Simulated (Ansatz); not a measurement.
A single point on CH6GeO2Si, SMILES `[OH][GeH]1[CH2][SiH2][O]1`.

```yaml
crystal:
  periodic: [false, false, false]
  atoms:
    - {symbol: O, position_ang: [-1.511104, 1.884972, 0.618886]}
    - {symbol: Ge, position_ang: [0.068608, 1.129813, 0.391949]}
    - {symbol: C, position_ang: [0.244631, -0.784653, 0.816932]}
    - {symbol: Si, position_ang: [0.462856, -0.978908, -1.050324]}
    - {symbol: O, position_ang: [0.302189, 0.650342, -1.345963]}
    - {symbol: H, position_ang: [-2.224574, 1.394133, 0.203512]}
    - {symbol: H, position_ang: [1.077561, 2.178171, 0.863148]}
    - {symbol: H, position_ang: [-0.653245, -1.218607, 1.257313]}
    - {symbol: H, position_ang: [1.106203, -1.028540, 1.438623]}
    - {symbol: H, position_ang: [1.791979, -1.503761, -1.458741]}
    - {symbol: H, position_ang: [-0.599802, -1.780062, -1.714836]}
basis:
  gaussian: {orbitals: def2-QZVPP}
correlation: {method: mp2}
```

```sh
$ ansatz run in.yaml --threads 4 --pin off --events-out ev --progress --plain --max-ram 10444MiB
```

It prints (some lines left out):

```
Functional definition: HF
3132 factors; integrals over basis functions are off by at most 6.5e-4 eV
mean field evaluation 1: about -69535.8352 eV, gradient 5.7e1 eV
mean field evaluation 2: about -69535.9952 eV, gradient 5.7e1 eV
mean field evaluation 4: about -69542.2500 eV, gradient 5.1e0 eV
mean field evaluation 8: about -69542.3352 eV, gradient 4.1e-1 eV
mean field -69542.33568765 eV, -2555.6336990329 hartree, gradient 1.8e-6 eV, S^2 0.000000; 0 other end points of the search recorded, 0 dependent functions left out
17 core orbitals not correlated: weight in the atoms' cores, before any rotation towards them, 1.000 or more for the frozen orbitals, at most 0.000 for the correlated occupied ones
reference -69542.33568765 eV, -2555.6336990329 hartree; 20, 20 occupied and 473, 473 virtual orbitals, 3132 factors
second order -36.58139852 eV of doubles, -0.00000000 eV of singles
Total energy: -69578.91708617 eV, -2556.9780406327 hartree
```

It took 62 s on 4 threads of an Intel Xeon on a shared host, with 3.6 GiB of host memory at the peak.
